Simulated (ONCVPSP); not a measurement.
## Potentials for P compared

Generated with ld1.x 7.5 (TM, RRKJ, ultrasoft, PAW), atompaw 4.2 or ONCVPSP 4.0.1. The cutoff is in Ry: for ld1.x and atompaw files where the sum of valence levels is converged to 10 mRy in a Bessel basis, for ONCV files where the hardest occupied wave has 1 mHa per electron of residual kinetic energy. The error is the largest all-electron minus pseudo excitation energy over each file’s own four to seven test configurations (ionisations up to +4, promotions, holes and added fractions of an electron), all of which were solved. The labels leave out finer settings (local radius, basis sizes, second energies), which also bear on the numbers. Spin-polarised tests are not counted. The rows are a selection from randomly drawn settings: files with unsolved tests, undetermined cutoffs or missed reference levels are left out.

```csv
potential,cutoff (Ry),largest error (meV),bound ghosts
"ONCV, LDA (Perdew-Zunger), scalar-relativistic, rc 0.70/0.95 (sp), local smoothed, core correction yes, reference 2s2 2p6 3s1.75 3p3.25, qcut 19.4/17, projectors 2/2",267,+10,none
"ONCV, BLYP, scalar-relativistic, rc 1.55/1.90 (sp), local smoothed, core correction no, reference 3s1.75 3p3.25, qcut 4.8/4.3, projectors 1/2",20,+24,none
"ONCV, PBE, scalar-relativistic, rc 1.75/1.60 (sp), local smoothed, core correction yes, reference 3s2 3p3, qcut 3.5/5.3, projectors 2/2",51,+79,none
"ONCV, PBEsol, scalar-relativistic, rc 0.80/0.85/0.70 (spd), local smoothed, core correction yes, reference 2s2 2p6 3s2 3p3, qcut 16.3/16.6/14.8, projectors 2/2/3",214,+9.2,none
"ONCV, PBE, scalar-relativistic, rc 0.95/0.85/0.85 (spd), local smoothed, core correction no, reference 2s2 2p6 3s1 3p4, qcut 12.2/16.4/11.9, projectors 2/2/2",210,+659,none
```

Q: Fill in the row for P: ONCV, PW91, non-relativistic, rc 1.20/1.30 (sp), local smoothed, core correction yes, reference 3s2 3p3, qcut 7/5.5, projectors 1/2.

A: cutoff 38 Ry, largest error +124 meV, bound ghosts: none.
